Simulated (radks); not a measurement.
Q: All-electron atom: Cr II in [Ar] 3d4 5p1 (not the ground configuration). Method: Dirac Kohn-Sham, PBE, spin-unpolarised, spherical densities, finite nucleus; open shells are shared between the two j in proportion to 2j + 1; Fermi nuclear charge, rms radius 3.6452 fm; computed with a radial shooting solver on a logarithmic mesh with Libxc functionals. Some entries of the table are withheld. Estimate them.

orbital,occ.,eigenvalue (Ry),<r^2> (bohr^2)
1s1/2,2,-433.4116,0.005432
2s1/2,2,(1),0.1015
2p1/2,2,(2),0.08199
2p3/2,4,(3),0.08368
3s1/2,2,(4),0.9298
3p1/2,2,-4.62583,1.065
3p3/2,4,-4.54996,1.084
3d3/2,1.6,(5),1.958
3d5/2,2.4,(6),1.972
5p1/2,0.333333,-0.29866,65.47
5p3/2,0.666667,-0.29720,65.88

A: 
(1) 2s1/2 eigenvalue (Ry): -50.29013
(2) 2p1/2 eigenvalue (Ry): -42.89002
(3) 2p3/2 eigenvalue (Ry): -42.25450
(4) 3s1/2 eigenvalue (Ry): -6.68287
(5) 3d3/2 eigenvalue (Ry): -1.37760
(6) 3d5/2 eigenvalue (Ry): -1.37067
